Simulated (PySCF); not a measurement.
# HI: everyday levels beside a composite calculation

PySCF; the state is a singlet (closed shell). The composite is CCSD(T) extrapolated to the basis-set limit from two correlation-consistent sets, with core-valence (CV) and scalar-relativistic (SR) terms as its label shows; it has no spin–orbit coupling and nothing beyond (T). Here it is CCSD(T)/CBS(TQ)+CV. It gives Re = 1.609 Å, ωe = 2328 cm⁻¹ and De = 3.47 eV to H + I.

```
      level                       basis                           relativity  Re (Å)  ωe (cm⁻¹)  De (eV)
        RHF                x2c-TZVPPall                        spin-free X2C   1.599       2454     2.29
    RHF-MP2                   def2-TZVP  scalar-relativistic core potentials   1.596       2422     3.25
RHF-CCSD(T)                  x2c-SVPall                        spin-free X2C   1.610       2334     3.20
RHF-CCSD(T)                   def2-SVPD  scalar-relativistic core potentials   1.615       2326     3.28
RHF-CCSD(T)                   def2-TZVP  scalar-relativistic core potentials   1.607       2338     3.29
     PBEsol  aug-cc-pVDZ/aug-cc-pVDZ-PP  scalar-relativistic core potentials   1.634       2256     3.60
     r²SCAN  aug-cc-pVDZ/aug-cc-pVDZ-PP  scalar-relativistic core potentials   1.622       2315     3.39
     r²SCAN                   def2-SVPD  scalar-relativistic core potentials   1.619       2321     3.40
       PBE0                  x2c-SVPall                        spin-free X2C   1.613       2351     3.33
       PBE0          cc-pVTZ/cc-pVTZ-PP  scalar-relativistic core potentials   1.616       2333     3.35
```

Problem. Give the difference of each row from the composite.

Solution. 

| level | basis | ΔRe (pm) | Δωe (%) | ΔDe (eV) |
| --- | --- | --- | --- | --- |
| RHF | x2c-TZVPPall | -1.0 | +5.4 | -1.18 |
| RHF-MP2 | def2-TZVP | -1.3 | +4.0 | -0.22 |
| RHF-CCSD(T) | x2c-SVPall | +0.1 | +0.3 | -0.27 |
| RHF-CCSD(T) | def2-SVPD | +0.6 | -0.1 | -0.19 |
| RHF-CCSD(T) | def2-TZVP | -0.2 | +0.4 | -0.18 |
| PBEsol | aug-cc-pVDZ/aug-cc-pVDZ-PP | +2.5 | -3.1 | +0.13 |
| r²SCAN | aug-cc-pVDZ/aug-cc-pVDZ-PP | +1.3 | -0.6 | -0.08 |
| r²SCAN | def2-SVPD | +1.0 | -0.3 | -0.07 |
| PBE0 | x2c-SVPall | +0.4 | +1.0 | -0.14 |
| PBE0 | cc-pVTZ/cc-pVTZ-PP | +0.7 | +0.2 | -0.12 |

Problem. Which rows come closest in De?

Solution. r²SCAN in aug-cc-pVDZ/aug-cc-pVDZ-PP (-0.08 eV); r²SCAN in def2-SVPD (-0.07 eV), counted from the composite.

Measured (Huber and Herzberg, Constants of Diatomic Molecules (1979)): Re = 1.60916 Å, ωe = 2309.014 cm⁻¹; the composite is off by -0.2 mÅ and +18.7 cm⁻¹.

Correlated steps freeze the inner cores (4 to 18 orbitals); shallow outer-core shells are correlated. Correlated levels converge slowly with the basis: in double zeta they bind strong bonds too weakly, by up to about 1 eV, and carry superposition errors of some tenths. These are scalar-relativistic numbers at best; spin–orbit coupling would shift them, the dissociation energy most. Where the molecule has an RHF reference, its open-shell atoms are computed with UHF.
